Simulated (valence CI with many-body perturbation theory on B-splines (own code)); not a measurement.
**Questions on Pt⁷¹⁺**

Method: configuration interaction combined with many-body perturbation theory (CI+MBPT): five valence electrons over a frozen Dirac-Fock core [He], radial functions for each j: 11 s, 11 p, 10 d, 8 f, 5 g, 2 h, with the one-electron correlation potential Σ1 (screened to all orders), the two-electron term Σ2, the three-electron term Σ3, Breit, model QED; selected single and double excitations, second order for the rest, scaled by the run's own slope (own B-spline code, finite nucleus).

No measured spectrum was set against this ion. As an estimate, large intervals hold to a few tenths of a per cent, small ones and those within an open d or f shell to about a per cent. Among the levels kept, up to 7600 cm⁻¹ of a level comes from second order outside the variational space, and about a tenth of that is noise between levels of different J, which matters for small intervals.

Levels are named by their leading jj configuration (3d3/2^4 stands for four electrons in 3d with j = 3/2), which in mixed levels can hold well under half, so a name can repeat and another be missing.

Rates and lifetimes use the calculated energies. Strong lines usually hold to 10 to 20 %, long lifetimes can be off by a factor of two.

Question: What is the ground level?

Answer: (2s^2 2p1/2^2 2p3/2) J=3/2, composition 49 % 2s²2p³ ²P° + 27 % 2s²2p³ ²D° + 24 % 2s²2p³ ⁴S°, g = 1.305.

Question: Among levels below 14924 eV, which E1 lines absorb most strongly from the ground level?

Answer: to (2s^2 2p1/2^2 3d5/2) J=5/2 at 0.1160 nm, f = 0.549; to (2s^2 2p1/2 2p3/2 3d3/2) J=5/2 at 0.1002 nm, f = 0.505; to (2s^2 2p1/2 2p3/2 3d3/2) J=3/2 at 0.1001 nm, f = 0.301.

Question: How well does LS coupling describe the low levels?

Answer: Among the lowest 20 levels the leading LS term, summed over configurations, holds 63 % on average. For single configurations the figures are 63 % in LS and 100 % in jj coupling. Terms mix most in the J = 3/2 level at 10445 eV, where the leading one holds 35 %.

Question: Where does the other parity begin?

Answer: At (2s 2p1/2^2 2p3/2^2) J=5/2, 2154 eV.

Question: What is the ionisation energy?

Answer: 18636 eV; NIST lists 18630 ± 60 eV (theoretical).
